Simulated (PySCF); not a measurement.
Cd(OH)(OMe) (CH4CdO2), SMILES C[O][Cd][OH].

Geometry optimised at r2SCAN-D4/def2-SVP. The structure was generated by enumeration; whether it is a known compound was not checked. The def2 effective core potentials stand for the cores of Cd; spin–orbit coupling is left out. The values are those of a single conformer.

These are IEF-PCM-M06-2X/def2-SVP (PySCF) values and carry that method's errors.

The values are the electrostatic part of the solvation free energy, E(continuum) − E(gas) at the gas-phase geometry, in a cavity of scaled van der Waals radii (PySCF's table); cavitation and dispersion terms are not included. A continuum can't describe solvent molecules that bind to the metal. In vacuum the orbital gap is 7.96 eV. The dipole moment in vacuum is 2.15 D.

| solvent | ε | ΔG(elec) (kcal/mol) | dipole (D) | gap (eV) |
|---|---|---|---|---|
| water | 78.36 | -18.5 | 2.72 | 8.54 |
| chloroform | 4.71 | -13.0 | 2.52 | 8.36 |
| ethanol | 24.85 | ? | ? | ? |

Problem. Complete the blanks. (Estimate from the structure and the level; the computed values follow.)

Solution. 
- ethanol, ΔG(elec) (kcal/mol): -17.7
- ethanol, dipole (D): 2.69
- ethanol, gap (eV): 8.51
